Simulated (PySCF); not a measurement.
PySCF input file for Al(H) cation (AlH), SMILES [AlH] (connectivity only; charge and spin as stated), charge +1, multiplicity 2, TDA-PBE/def2-TZVPD. Coordinates come from a B3LYP-D3(BJ)/def2-TZVPD optimisation. The spin state was assumed, not searched.

```python
import numpy as np
from pyscf import gto, scf, dft, tdscf

mol = gto.M(
    atom='''
    Al    0.00000000    0.00000000   -0.11595257
    H     0.00000000    0.00000000    1.50738345
    ''',
    basis='def2-TZVPD',
    charge=1,
    spin=1,
    max_memory=1600,
    verbose=4,
)
mf = dft.UKS(mol, xc='pbe').density_fit(auxbasis='def2-universal-jkfit')
mf.grids.level = 3
mf.conv_tol = 1e-9
mf.max_cycle = 100
mf.kernel()
fine, coarse = mf.grids, dft.Grids(mol).set(level=1).build(with_non0tab=True)
for _ in range(3):  # follow internal instabilities
    mf.grids = coarse
    mo, _, stable, _ = mf.stability(return_status=True, nroots=4)
    mf.grids = fine
    if stable:
        break
    mf.kernel(mf.make_rdm1(mo, mf.mo_occ))
mf.grids = dft.Grids(mol).set(level=1).build(with_non0tab=True)  # coarser grid for the response kernel
td = tdscf.TDA(mf)
td.nstates = 10
td.conv_tol = 1e-4
td.positive_eig_threshold = 1e-6
td.kernel(x0=td.get_init_guess(mf, 15))
td.analyze()
```

Program output:

```
PySCF version 2.14.0

[INPUT] verbose = 4
[INPUT] num. atoms = 2
[INPUT] num. electrons = 13
[INPUT] charge = 1
[INPUT] spin (= nelec alpha-beta = 2S) = 1
[INPUT] symmetry False subgroup None
[INPUT] Mole.unit = angstrom
[INPUT] Symbol           X                Y                Z      unit          X                Y                Z       unit  Magmom
[INPUT]  1 Al     0.000000000000   0.000000000000  -0.115952570000 AA    0.000000000000   0.000000000000  -0.219118600739 Bohr   0.0
[INPUT]  2 H      0.000000000000   0.000000000000   1.507383450000 AA    0.000000000000   0.000000000000   2.848541885202 Bohr   0.0

nuclear repulsion = 4.23775709847182
number of shells = 20
number of NR pGTOs = 80
number of NR cGTOs = 52
basis = def2-TZVPD
ecp = {}


[settings echo left out]
init E= -242.735975887111
  alpha nocc = 7  HOMO = -0.195015777658673  LUMO = -0.0921678805351616
  beta  nocc = 6  HOMO = -0.362008209976848  LUMO = -0.195015777658673

WARN: HOMO -0.195015777658673 >= LUMO -0.195015777658673

cycle= 1 E= -242.512300099441  delta_E= 0.224  |g|= 0.169  |ddm|= 0.816
  alpha nocc = 7  HOMO = -0.491639234893789  LUMO = -0.349008453012203
  beta  nocc = 6  HOMO = -0.606793742106463  LUMO = -0.443753746046198
  HOMO = -0.491639234894  LUMO = -0.443753746046  gap/eV = 1.30303
cycle= 2 E= -242.517601830159  delta_E= -0.0053  |g|= 0.169  |ddm|= 0.76
  alpha nocc = 7  HOMO = -0.485966884932603  LUMO = -0.330207011047583
  beta  nocc = 6  HOMO = -0.607947974934298  LUMO = -0.43008985547748
  HOMO = -0.485966884933  LUMO = -0.430089855477  gap/eV = 1.52049
cycle= 3 E= -242.53872823153  delta_E= -0.0211  |g|= 0.0186  |ddm|= 0.313
  alpha nocc = 7  HOMO = -0.478409794453682  LUMO = -0.321797986441514
  beta  nocc = 6  HOMO = -0.591737557356094  LUMO = -0.418274804135377
  HOMO = -0.478409794454  LUMO = -0.418274804135  gap/eV = 1.63636
cycle= 4 E= -242.539048065064  delta_E= -0.00032  |g|= 0.0082  |ddm|= 0.0491
  alpha nocc = 7  HOMO = -0.478261597976298  LUMO = -0.321425247380609
  beta  nocc = 6  HOMO = -0.592788165260909  LUMO = -0.416783924369845
  HOMO = -0.478261597976  LUMO = -0.41678392437  gap/eV = 1.67289
cycle= 5 E= -242.539122992828  delta_E= -7.49e-05  |g|= 0.00136  |ddm|= 0.0163
  alpha nocc = 7  HOMO = -0.478616932264405  LUMO = -0.321930234623258
  beta  nocc = 6  HOMO = -0.592998854630507  LUMO = -0.416724957520065
  HOMO = -0.478616932264  LUMO = -0.41672495752  gap/eV = 1.68417
cycle= 6 E= -242.539125790145  delta_E= -2.8e-06  |g|= 0.000365  |ddm|= 0.00504
  alpha nocc = 7  HOMO = -0.478731588723496  LUMO = -0.322014372084987
  beta  nocc = 6  HOMO = -0.593094640218489  LUMO = -0.416760683047155
  HOMO = -0.478731588723  LUMO = -0.416760683047  gap/eV = 1.68631
cycle= 7 E= -242.539125973103  delta_E= -1.83e-07  |g|= 6.22e-05  |ddm|= 0.000719
  alpha nocc = 7  HOMO = -0.478731628072124  LUMO = -0.322026518065419
  beta  nocc = 6  HOMO = -0.593097678801994  LUMO = -0.416754115811827
  HOMO = -0.478731628072  LUMO = -0.416754115812  gap/eV = 1.68649
cycle= 8 E= -242.539125979678  delta_E= -6.58e-09  |g|= 9.96e-06  |ddm|= 0.000218
  alpha nocc = 7  HOMO = -0.478732815272586  LUMO = -0.32202652449494
  beta  nocc = 6  HOMO = -0.593097117619029  LUMO = -0.416755749171227
  HOMO = -0.478732815273  LUMO = -0.416755749171  gap/eV = 1.68648
cycle= 9 E= -242.539125979819  delta_E= -1.4e-10  |g|= 5.01e-07  |ddm|= 2.6e-05
  alpha nocc = 7  HOMO = -0.478732743761579  LUMO = -0.322026546866865
  beta  nocc = 6  HOMO = -0.593097211423924  LUMO = -0.416755757505245
  HOMO = -0.478732743762  LUMO = -0.416755757505  gap/eV = 1.68648
Extra cycle  E= -242.539125979819  delta_E= -3.13e-13  |g|= 3.75e-07  |ddm|= 1.55e-06
converged SCF energy = -242.539125979819  <S^2> = 0.75555303  2S+1 = 2.0055453
tot grids = 8824
uhf_internal: lowest eigs of H = [0.24725119 0.24725884 0.33389267 0.41771087]
<class 'pyscf.df.df_jk.DFUKS'> wavefunction is stable in the internal stability analysis
tot grids = 8824
Overwritten attributes  positive_eig_threshold  of <class 'pyscf.tdscf.uks.TDA'>


******** <class 'pyscf.tdscf.uks.TDA'> for <class 'pyscf.df.df_jk.DFUKS'> ********
nstates = 10
deg_eia_thresh = 1.000e-03
wfnsym = None
conv_tol = 0.0001
eigh lindep = 1e-12
eigh level_shift = 0
eigh max_cycle = 100


Excitation energies (eV)
[3.58728488 3.58728489 5.08086946 6.58498701 6.58498701 8.10310295
 8.31969118 8.31969118 8.93303627 9.41236072]

** Excitation energies and oscillator strengths **
Excited State   1:      3.58728 eV    345.62 nm  f=0.0373
       7a ->    8a     -0.91913
       7a ->    9a      0.36159
       6b ->    8b      0.14424
Excited State   2:      3.58728 eV    345.62 nm  f=0.0373
       7a ->    8a      0.36159
       7a ->    9a      0.91913
       6b ->    9b     -0.14424
Excited State   3:      5.08087 eV    244.02 nm  f=0.0450
       7a ->   10a      0.43644
       6b ->    7b      0.88925
Excited State   4:      6.58499 eV    188.28 nm  f=0.0041
       6a ->    8a     -0.60268
       6a ->    9a      0.23682
       6b ->    8b      0.72362
       6b ->    9b     -0.19017
Excited State   5:      6.58499 eV    188.28 nm  f=0.0041
       6a ->    8a      0.23682
       6a ->    9a      0.60268
       6b ->    8b     -0.19017
       6b ->    9b     -0.72362
Excited State   6:      8.10310 eV    153.01 nm  f=0.7950
       6a ->   10a     -0.13454
       7a ->   10a     -0.86500
       7a ->   11a      0.24578
       7a ->   17a      0.11103
       6b ->    7b      0.38186
Excited State   7:      8.31969 eV    149.02 nm  f=0.1583
       6a ->    8a     -0.61923
       6a ->    9a      0.24363
       7a ->   12a     -0.52739
       6b ->    8b     -0.49243
       6b ->    9b      0.12964
Excited State   8:      8.31969 eV    149.02 nm  f=0.1583
       6a ->    8a     -0.24363
       6a ->    9a     -0.61923
       7a ->   13a     -0.52739
       6b ->    8b     -0.12964
       6b ->    9b     -0.49243
Excited State   9:      8.93304 eV    138.79 nm  f=0.0038
       7a ->   10a      0.18829
       7a ->   11a      0.96516
       6b ->    7b     -0.13277
Excited State  10:      9.41236 eV    131.72 nm  f=0.0000
       7a ->   15a      0.99697

** Transition electric dipole moments (AU) **
state          X           Y           Z        Dip. S.      Osc.
  1        -0.6452      0.0929      0.0000      0.4249      0.0373
  2         0.0929      0.6452     -0.0000      0.4249      0.0373
  3        -0.0000      0.0000     -0.6009      0.3611      0.0450
  4         0.1576     -0.0226     -0.0000      0.0253      0.0041
  5        -0.0226     -0.1576      0.0000      0.0253      0.0041
  6        -0.0000     -0.0000     -2.0012      4.0046      0.7950
  7        -0.8722      0.1256      0.0000      0.7765      0.1583
  8        -0.1256     -0.8722      0.0000      0.7765      0.1583
  9        -0.0000      0.0000      0.1315      0.0173      0.0038
 10         0.0000     -0.0000      0.0000      0.0000      0.0000

** Transition velocity dipole moments (imaginary part, AU) **
state          X           Y           Z        Dip. S.      Osc.
  1        -0.0423      0.0061      0.0000      0.0018      0.0092
  2         0.0061      0.0423     -0.0000      0.0018      0.0092
  3         0.0000      0.0000     -0.0352      0.0012      0.0044
  4         0.0153     -0.0022     -0.0000      0.0002      0.0007
  5        -0.0022     -0.0153     -0.0000      0.0002      0.0007
  6         0.0000      0.0000     -0.4559      0.2079      0.4654
  7        -0.1621      0.0233      0.0000      0.0268      0.0585
  8        -0.0233     -0.1621      0.0000      0.0268      0.0585
  9        -0.0000      0.0000     -0.0163      0.0003      0.0005
 10         0.0000     -0.0000      0.0000      0.0000      0.0000

** Transition magnetic dipole moments (imaginary part, AU) **
state          X           Y           Z
  1        -0.1238     -0.8604     -0.0000
  2        -0.8604      0.1238     -0.0000
  3        -0.0000     -0.0000     -0.0000
  4         0.0068      0.0471     -0.0000
  5         0.0471     -0.0068     -0.0000
  6         0.0000     -0.0000     -0.0000
  7         0.0038      0.0267      0.0000
  8        -0.0267      0.0038     -0.0000
  9         0.0000      0.0000      0.0000
 10        -0.0000     -0.0000     -0.0000
```

The run converged.

Cost: around 5 core-seconds (rough).
